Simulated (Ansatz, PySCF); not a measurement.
Species: InH3, charge 0, multiplicity 1. SMILES: [InH3]
Coordinates optimised at B3LYP-D3(BJ)/def2-TZVP (Ansatz, a quantum-chemistry and plane-wave program):
```xyz
4

In     0.0000     0.0000     0.0000
H      0.7249    -0.4887     1.4935
H     -0.3815     1.6659    -0.2723
H     -0.3434    -1.1771    -1.2211
```

Quantity: vertical electron affinity (to the doublet state of charge -1; a negative value means that the extra electron is unbound and the number depends on the basis; each state is the SCF solution reached for its spin; the molecule has degenerate orbitals, so one determinant may break the symmetry), in eV. Valence correlation only, unless marked. UHF or UKS for open shells. Spin-orbit coupling is left out. Frozen are the shells of the preceding noble gas and the d and f shells that filled before the atom's block. Past Kr the def2 sets carry scalar-relativistic core potentials. Anions need diffuse functions: def2-D sets add few. 

```tsv
level	program	vertical electron affinity (eV)
PBE0/def2-TZVPD	Ansatz	0.34
M06-2X/def2-TZVPD	PySCF	0.28
CAM-B3LYP/def2-TZVPD	Ansatz	0.32
wB97X/def2-TZVPD	Ansatz	0.12
MP2/def2-SVPD	Ansatz	-0.01
CCSD(T)/def2-QZVPPD	Ansatz	0.26
```
